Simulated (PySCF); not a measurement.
W(O)2(F)(OMe) (CH3FO3W), SMILES C[O][W](=[O])(=[O])[F], multiplicity 1.

Coordinates come from a B3LYP-D3(BJ)/def2-SVP optimisation. The multiplicity is an assumed one; no other spin state was optimised. The structure was generated by enumeration; whether it is a known compound was not checked. The def2 effective core potentials stand for the cores of W; spin–orbit coupling is left out. The values are those of a single conformer.

These are TDA-LC-ωPBE/def2-SVPD run with PySCF values and carry that method's errors.

Vertical excitations. Gas-phase values at a fixed geometry. State labels are in the subgroup Cs.

```
state  symmetry  energy (eV)  λ (nm)      f                                                                main pairs
-----  --------  -----------  ------  -----  ------------------------------------------------------------------------
S1           A'         5.59     222  0.002                                                          HOMO→LUMO+1 91 %
S2           A"         5.66     219  0.008                                                            HOMO→LUMO 84 %
S3           A"         6.05     205  0.001                                                          HOMO−1→LUMO 87 %
S4           A'         6.50     191  0.003                                        HOMO−3→LUMO 62 %, HOMO−2→LUMO 25 %
S5           A"         6.50     191  0.000                                        HOMO→LUMO+3 60 %, HOMO→LUMO+2 21 %
S6           A'         6.61     187  0.008   HOMO−3→LUMO 31 %, HOMO−1→LUMO+1 29 %, HOMO−2→LUMO 28 %, HOMO−4→LUMO 7 %
S7           A"         6.82     182  0.000                                    HOMO−2→LUMO+1 63 %, HOMO−4→LUMO+1 23 %
S8           A"         7.09     175  0.002                     HOMO−3→LUMO+1 49 %, HOMO→LUMO+4 10 %, HOMO→LUMO+6 9 %
S9           A'         7.21     172  0.028  HOMO−1→LUMO+1 35 %, HOMO−4→LUMO 25 %, HOMO−3→LUMO+3 8 %, HOMO−2→LUMO 6 %
S10          A"         7.33     169  0.000                                                          HOMO−5→LUMO 81 %
T1           A"         4.97     250      0                                                            HOMO→LUMO 87 %
T2           A'         5.20     239      0                                                          HOMO→LUMO+1 90 %
T3           A'         5.69     218      0                HOMO−1→LUMO+1 48 %, HOMO−5→LUMO+1 13 %, HOMO−3→LUMO+3 11 %
T4           A"         5.73     216      0                                      HOMO−1→LUMO 70 %, HOMO−3→LUMO+1 13 %
```
Triplets are in the Tamm–Dancoff approximation.
